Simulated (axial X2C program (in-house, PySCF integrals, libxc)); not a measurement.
# Spin–orbit effects down a group: molecules with Rb (ions), PBE0

All values come from calculations with an in-house all-electron X2C program for linear molecules (integrals from PySCF), spin-free (one-electron X2C) or two-component (2c: spin–orbit coupling with atomic mean-field Coulomb and Gaunt terms, which also bring small scalar terms), in Dyall basis sets with cores contracted in-house; open shells are unrestricted.

Basis sets: Rb dyall-cv3z, S dyall-av3z, Se dyall-cv3z, Te dyall-cv3z.

| molecule | spin-free state | Re (Å) | ωe (cm⁻¹) | De (eV) | 2c state | Re 2c (Å) | ωe 2c (cm⁻¹) | De 2c (eV) |
| --- | --- | --- | --- | --- | --- | --- | --- | --- |
| RbS⁺ | M_S = 1, Λ = 0 | 3.493 | 92.2 | 0.29 | Ω = 1 | 3.494 | 92.2 | 0.29 |
| RbSe⁺ | M_S = 1, Λ = 0 | 3.591 | 71.5 | 0.33 | Ω = 1 | 3.594 | 70.8 | 0.30 |
| RbTe⁺ | M_S = 1, Λ = 0 | 3.773 | 65.3 | 0.39 | Ω = 1 | 3.788 | 61.6 | 0.25 |

(1) Work out the shifts from the spin-free to the two-component result.

Fragments in 2c: Rb+ + S, Rb+ + Se, Te + Rb+. Each entry is the lowest single determinant of a limited PBE0 search at one distance. De goes to single-determinant-based atoms at the same level (for ions the charge split of lowest energy) and is withheld (n/a) where an atom does not fit its ground term or J level. Main or longest-lived isotopes. One determinant is a doubtful description, or other states lie close, for RbS⁺, RbSe⁺, RbTe⁺; these need not be ground states, and all values refer to the states named. Some open-shell Ω = 0 determinants are out of reach, so the Ω given for RbS⁺, RbSe⁺, RbTe⁺ need not be the lowest component. With several unpaired electrons the Ω given is that of one determinant, not necessarily of the lowest component. Some light 2c atoms are not at their ground J level, so De misses part of their lowering (0.04 eV or less). The functionals have no current term, which raises determinants with orbital currents.

Results:

(1) 

```
molecule  2c state  ΔRe (Å)  Δωe (cm⁻¹)  ΔDe (eV)
    RbS⁺     Ω = 1    0.001         0.0      0.00
   RbSe⁺     Ω = 1    0.003        -0.7     -0.03
   RbTe⁺     Ω = 1    0.015        -3.7     -0.14
```

Shifts of one unit in the last digit are rounding.
